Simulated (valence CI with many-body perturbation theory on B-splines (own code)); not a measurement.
# Valence orbitals of Te XIII

Method: configuration interaction combined with many-body perturbation theory (CI+MBPT): four valence electrons over a frozen Dirac-Fock core [Kr], a basis of 9 s, 9 p, 10 d, 8 f, 5 g, 3 h, 1 i functions for each j, with the one-electron correlation potential Σ1 (screened to all orders), the two-electron term Σ2, the three-electron term Σ3, Breit, model QED; selected single and double excitations, second order for the rest, scaled by the run's own slope (own B-spline code, finite nucleus).

No measured levels were compared; by estimate terms of the open shell hold to 2 to 4 % of their energy, and close levels can change places. Core correlation moves these levels by up to 6700 cm⁻¹, and in measured spectra 5 to 20 % of such shifts remained as error; rates that hang on mixing are uncertain with them. The list stops below the first excitations out of the core. Only levels of the ground parity were solved; by the run's estimate the other parity begins above the list, which can be wrong where configurations are misplaced.

These are the spectroscopic orbitals of the CI (the correlating ones are not listed), shaped by the core and the other valence electrons. h is the expectation value of the core's Dirac-Fock operator, without the valence repulsion; Σ1 is computed up to l = 3 at one energy for each symmetry, that of its lowest orbital but kept below the first core excitation, so for empty shells it is not the orbital's own correlation shift; Breit and QED include the response of the core.

```csv
Orbital,h (hartree),Σ1 (cm⁻¹),Breit (cm⁻¹),QED (cm⁻¹),⟨r⟩ (bohr)
5s1/2,-9.085,-9287,492,425,1.458
6s1/2,-5.5755,-3229,239,204,2.391
7s1/2,-3.7824,-1574,132,113,3.556
5p1/2,-8.3623,-7910,747,-30.1,1.538
6p1/2,-5.2152,-2996,377,-14.8,2.510
7p1/2,-3.5767,-1518,214,-8.3,3.718
5p3/2,-8.2087,-7363,441,11.3,1.570
6p3/2,-5.1402,-2845,225,5.9,2.549
7p3/2,-3.5341,-1453,135,3.4,3.764
4d3/2,-12.971,-17685,660,-167,0.8324
5d3/2,-7.0196,-5667,239,-41.2,1.725
6d3/2,-4.538,-2561,123,-20.3,2.797
4d5/2,-12.889,-17349,178,-121,0.8391
5d5/2,-6.9895,-5627,98.5,-27.1,1.733
6d5/2,-4.5227,-2549,53.1,-13.3,2.808
4f5/2,-9.4475,-28602,-217,-85.1,0.9607
5f5/2,-5.7142,-6518,-45.5,-28.1,1.980
4f7/2,-9.4389,-27447,-366,-77.3,0.9627
5f7/2,-5.7098,-6382,-104,-24.8,1.982
5g7/2,-5.035,,-15.5,-3.3,2.042
5g9/2,-5.0348,,-19.3,-2.6,2.042
```

Among the shells of the start configuration 4d4, Σ1 is largest in size for 4d3/2, where it is 0.62 % of h.

Lowest root of each symmetry, sizes in configuration state functions:

```tsv
J	Parity	Roots	Reference	Variational	Second order	Change by selected CI (cm⁻¹)	Change by second order (cm⁻¹)
0	even	5	19	12733	101379	-9779	-4
1	even	5	43	29145	438331	-9119	-10
2	even	9	61	26239	656968	-8851	-26
3	even	7	57	25688	816109	-8898	-42
4	even	7	48	25156	573795	-9259	-29
5	even	2	29	24998	489402	-11019	-32
6	even	2	15	22064	454891	-10954	-24
```
